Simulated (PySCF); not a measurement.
## Electric field gradients and quadrupole coupling constants

C₃H₉BO₃.
Structure used (PBE0-D3(BJ)/def2-SVP), in Å, numbered top down from 1:
```xyz
16
C3H9BO3 angstrom
C     -0.4399    2.4299   -0.1378
O      0.3755    1.3169    0.1156
B     -0.1475    0.0616    0.1548
O      0.6636   -1.0056    0.3912
C      2.0410   -0.8230    0.5875
O     -1.4796   -0.1298   -0.0462
C     -2.0219   -1.4236   -0.0282
H     -1.0862    2.2722   -1.0163
H     -1.0906    2.6574    0.7231
H      0.2085    3.2985   -0.3237
H      2.2464   -0.1803    1.4593
H      2.4986   -1.8079    0.7592
H      2.5192   -0.3590   -0.2909
H     -3.1005   -1.3485   -0.2280
H     -1.5632   -2.0676   -0.7965
H     -1.8761   -1.9122    0.9493
```

Field gradients from the PBE0/pcSseg-1 density (PySCF, non-relativistic), principal values in atomic units, ordered |Vxx| ≤ |Vyy| ≤ |Vzz|:

```
atom      Vxx      Vyy     Vzz
  O2  -0.6641  -0.9943  1.6584
  B3  -0.1293  -0.1299  0.2592
  O4  -0.6562  -0.9992  1.6554
  O6  -0.6556  -0.9998  1.6554
```

Task: Find the asymmetry η = (Vxx − Vyy)/Vzz and the couplings χ = eQV/h (234.96 MHz × Q in barn × V in au), with Q(17O) = −0.0256 b, Q(11B) = 0.04059 b.

Result: 
```csv
atom,environment,nucleus,η,χzz (MHz),χxx (MHz),χyy (MHz)
O2,boron-bound oxygen,17O,0.20,-9.98,3.99,5.98
B3,three-coordinate boron,11B,0.00,2.472,-1.233,-1.239
O4,boron-bound oxygen,17O,0.21,-9.96,3.95,6.01
O6,boron-bound oxygen,17O,0.21,-9.96,3.94,6.01
```

The gradient is axial or nearly so (η below 0.05) at B3. The tensor is traceless: Vxx + Vyy + Vzz = 0.

Task: What is Vzz at O2 in SI units (1 au = 9.71736 × 10²¹ V/m²)?

Result: 1.6584 au = 16.115 × 10²¹ V/m².

Task: What couplings would deuterons (Q(2H) = 0.00286 b) have in place of the hydrogens, at this geometry?

Result: 
```json
{"atom": "H8", "bonded to": "C1", "bond length (Å)": "1.102", "Vzz (au)": "0.2795", "η": "0.10", "χzz (kHz)": "188"}
{"atom": "H9", "bonded to": "C1", "bond length (Å)": "1.103", "Vzz (au)": "0.2799", "η": "0.09", "χzz (kHz)": "188"}
{"atom": "H10", "bonded to": "C1", "bond length (Å)": "1.100", "Vzz (au)": "0.2862", "η": "0.08", "χzz (kHz)": "192"}
{"atom": "H11", "bonded to": "C5", "bond length (Å)": "1.102", "Vzz (au)": "0.2797", "η": "0.10", "χzz (kHz)": "188"}
{"atom": "H12", "bonded to": "C5", "bond length (Å)": "1.100", "Vzz (au)": "0.2867", "η": "0.07", "χzz (kHz)": "193"}
{"atom": "H13", "bonded to": "C5", "bond length (Å)": "1.103", "Vzz (au)": "0.2797", "η": "0.10", "χzz (kHz)": "188"}
{"atom": "H14", "bonded to": "C7", "bond length (Å)": "1.100", "Vzz (au)": "0.2867", "η": "0.07", "χzz (kHz)": "193"}
{"atom": "H15", "bonded to": "C7", "bond length (Å)": "1.102", "Vzz (au)": "0.2797", "η": "0.10", "χzz (kHz)": "188"}
{"atom": "H16", "bonded to": "C7", "bond length (Å)": "1.103", "Vzz (au)": "0.2797", "η": "0.10", "χzz (kHz)": "188"}
```

One conformer (not necessarily the lowest) at the PBE0-D3(BJ)/def2-SVP geometry, without solvent, vibrations or thermal averaging. A larger basis could move these couplings by a tenth or more.
